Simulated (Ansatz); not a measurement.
Molecule (SMILES): F[C]Cl (closed-shell singlet).
Atoms: F1, C2, Cl3. Bonds: F1-C2, C2-Cl3.

Basis-set convergence of the harmonic zero-point energy at HF with Ansatz (a program for electronic structure). Each level at its own minimum, finite differences of forces, unscaled; the reference is a large set that could be run, not a limit. All functions are spherical. The program fits the integrals of some runs and decomposes those of others, by size. A restricted Hartree-Fock determinant is unstable towards unrestricted orbitals. No added dispersion term, no relativity. Reference: the value in aug-pcseg-2, 3.76 kcal/mol. Deviations are taken from unrounded values. Cost is core time over that of pcseg-1, rough, on shared machines of one kind; a dash marks a row that isn't timed (too short, read off another run, short of memory, by another algorithm or on other hardware).

```
basis            functions  harmonic zero-point energy (kcal/mol)  minus reference (kcal/mol)  cost
---------------  ---------  -------------------------------------  --------------------------  ----
pcseg-0                 31                                   3.36                       -0.40     -
def2-SVP                46                                   3.88                        0.12  0.7×
pcseg-1                 46                                   3.75                       -0.01    1×
aug-cc-pV(D+d)Z         78                                   3.68                       -0.08    2×
pcseg-2                 94                                   3.77                        0.01    2×
def2-TZVP               99                                   3.76                        0.01    2×
def2-TZVPP             104                                   3.76                        0.01    3×
jun-cc-pV(T+d)Z        126                                   3.76                        0.00    4×
aug-cc-pV(T+d)Z        147                                   3.75                        0.00    6×
```

The smallest set listed that lies within 0.2 kcal/mol of the reference with all its larger relatives (same family, alike in diffuse functions; a set with none counts only in the reference's own line) is def2-SVP (46 functions, 0.7× in cost, 0.12 kcal/mol off), level with pcseg-1.
